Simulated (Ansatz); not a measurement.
Energy profile

The step: SiH₃F ([F][SiH3]) + H₂O + HF → SiH₄O ([OH][SiH3]) + HF + HF; bonds formed: Si1–O7, F2–H8, H6–F9; bonds broken: Si1–F2, H6–O7, H8–F9 (atoms numbered as in the saddle structure below).

Si1  (-0.643, 0.430, -0.773)
F2  (0.223, -1.344, -0.661)
H3  (-1.141, 1.847, -0.603)
H4  (0.054, 0.510, -2.071)
H5  (-1.896, -0.340, -0.632)
H6  (0.837, -0.219, 1.175)
O7  (0.349, 0.641, 0.694)
H8  (0.789, -1.558, 0.321)
F9  (1.256, -1.393, 1.332)
H10  (0.174, 1.427, 1.216)
(Å)

Electronic energies by CCSD(T) at an estimated basis limit (MP2 extrapolated from triple and quadruple zeta, plus CCSD(T) − MP2 in triple zeta), on PBE0-D4/def2-TZVP structures; SiH$_{6}$OF$_{2}$, singlet; no counterpoise correction. Computed with Ansatz 0.2.0 (basis: def2-TZVPP and def2-QZVPP); correlated methods freeze the cores. Extrapolation: Hartree–Fock as exp(−7.88 √X), correlation as X^−2.97.

Problem. Give the profile in kJ/mol, counted from the separated reactants. (Judge from chemistry; the value comes from the calculation.)

Solution. The calculation gives:
```json
{"point": "separated: SiH$_{3}$F (linked as [F][SiH3]; Si1, F2, H3, H4, H5; singlet) + H$_{2}$O (H6, O7, H10; singlet) + HF (H8, F9; singlet)", "kJ/mol": "0.0"}
{"point": "start structure", "kJ/mol": "-47.2"}
{"point": "saddle", "kJ/mol": "43.9"}
{"point": "end structure", "kJ/mol": "-23.6"}
{"point": "separated: SiH$_{4}$O (linked as [OH][SiH3]; Si1, H3, H4, H5, O7, H10; singlet) + HF (F2, H8; singlet) + HF (H6, F9; singlet)", "kJ/mol": "44.0"}
```

The T1 diagnostic stays at or below 0.011.

For scale, one of the runs: CCSD(T)/def2-TZVPP, 219 basis functions (an equivalent command: `ansatz run in.yaml --threads 4`). Hardware: 4 CPU threads, shared host. Wall time 96 s; peak host memory 3.5 GiB.
